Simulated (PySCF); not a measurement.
Al(Me)3(OH2) (C3H11AlO), SMILES [CH3][Al]([CH3])([CH3])<-[OH2] (connectivity only; charge and spin as stated), neutral, multiplicity 1. Atoms are numbered in the order given.

```xyz
16

Al     0.1279     0.2222     0.0000
C     -0.7276     0.8028     1.6957
H     -0.4466     1.8459     1.9310
H     -0.4136     0.2057     2.5724
H     -1.8330     0.7878     1.6630
C      2.0776    -0.0796     0.0000
H      2.4220    -0.6360     0.8898
H      2.6253     0.8808     0.0000
H      2.4220    -0.6360    -0.8898
C     -0.7276     0.8028    -1.6957
H     -1.8330     0.7878    -1.6630
H     -0.4136     0.2057    -2.5724
H     -0.4466     1.8459    -1.9310
O     -0.6368    -1.7010     0.0000
H     -1.1929    -1.8620    -0.7780
H     -1.1929    -1.8620     0.7780
```
Charge 0, spin multiplicity 1.

Geometry optimised at B3LYP-D3(BJ)/def2-SVP. The isomer is the one that the SMILES or the coordinates give; other isomers of the formula were not compared. Other conformers were not sampled.

Method: r2SCAN/def2-TZVP run with PySCF.

Symmetry labels are those of the subgroup Cs that the program uses (full group Cs).

Computed valence orbital energies around the gap with their symmetry:
| orbital | symmetry | energy (eV) |
|---|---|---|
| HOMO−7 | A' | -9.25 |
| HOMO−6 | A" | -9.22 |
| HOMO−5 | A" | -9.04 |
| HOMO−4 | A' | -8.87 |
| HOMO−3 | A" | -8.83 |
| HOMO−2 | A' | -7.97 |
| HOMO−1 | A" | -6.01 |
| HOMO | A' | -5.88 |
| LUMO | A' | -0.57 |
| LUMO+1 | A' | 1.01 |
| LUMO+2 | A" | 1.41 |
| LUMO+3 | A' | 1.98 |
